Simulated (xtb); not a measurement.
xtb input:

```bash
xtb mol.xyz --gfn 2 --sp --chrg -1 --uhf 0
```
mol.xyz:
```
7

Si    -0.04130857     0.11299787    -0.00273467
F      0.02507989    -0.41268264     1.54359336
O     -0.55166706     1.55633972    -0.24838848
O      1.54078741    -0.18162667    -0.50657288
O     -0.96832461    -1.10386189    -0.71236685
H      1.85491289     0.63023775    -0.91321448
H     -1.66867771    -0.66487356    -1.20221461
```

Q: Predict the final energy.

A: -20.10288 Eh (GFN2-xTB).

It need not be the lowest isomer of its formula. Whether it binds its extra electron was not tested at this geometry.
